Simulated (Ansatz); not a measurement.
`[GeH3][SbH2]` + `O[SiH3]` → `[SiH3][O][SbH2]` + GeH₄ at 400 K and 1 bar (cleavage of the Sb–Ge bond).

Gas-phase electronic energies from Ansatz, PBE0-D4/def2-TZVP geometries. CCSD(T)/CBS is the MP2 limit (def2-TZVPP, def2-QZVPP) plus CCSD(T) − MP2 in def2-TZVPP, frozen cores. def2 core potentials past Kr. For Ge, Sb outer-core shells are correlated without core-valence functions, which leaves a few kJ/mol of doubt a bond. Scalar relativity is left out up to krypton.

```csv
species,CCSD(T)/CBS energy (Eh),H − E (kJ/mol),S (J/(mol·K))
`[GeH3][SbH2]`,-2319.11871,121.3,344.6
`O[SiH3]`,-366.69042,120.0,276.4
`[SiH3][O][SbH2]`,-607.29789,140.3,382.1
GeH₄,-2078.49493,93.6,231.8
```

H − E and S are ideal-gas, rigid-rotor, harmonic terms from PBE0-D4/def2-TZVP, for one conformer and one mirror image of each species. 1 Eh = 2625.50 kJ/mol, R = 8.31446 J/(mol·K).

Question: By hand: ΔE, ΔH, ΔS and ΔG.

Answer: ΔE = (-607.29789) + (-2078.49493) − (-2319.11871) − (-366.69042) = 0.01631 Eh = 42.8 kJ/mol. Δ(H − E) = 140.3 + 93.6 − 121.3 − 120.0 = -7.4, so ΔH = 35.4 kJ/mol. ΔS = 382.1 + 231.8 − 344.6 − 276.4 = -7.1 J/(mol·K). ΔG = 35.4 − 400 × (-7.1)/1000 = 38.2 kJ/mol.

Question: By hand: the equilibrium constant, and the temperature at which ΔG would vanish if ΔH and ΔS stayed fixed.

Answer: log₁₀ K = −ΔG/(RT ln 10) = -5.0. ΔH and −TΔS have one sign here, so there is no such temperature.

The number of gas molecules stays the same, so ΔS is small and ΔH decides. A doubt of 5 kJ/mol in ΔE shifts log₁₀ K by 0.7 here. Other conformers and mirror images would add mixing entropy, several J/(mol·K) or more a flexible species. Modes under 60 cm⁻¹, often nearly free rotors, make the harmonic entropy too high. These are equilibria of isolated gas molecules and say nothing of rates. Largest T1 diagnostic: 0.014 (customary marks: 0.02 for closed shells, 0.045 for open ones).

ΔS is within the doubt of such terms, so its sign, and with it that verdict, could turn.
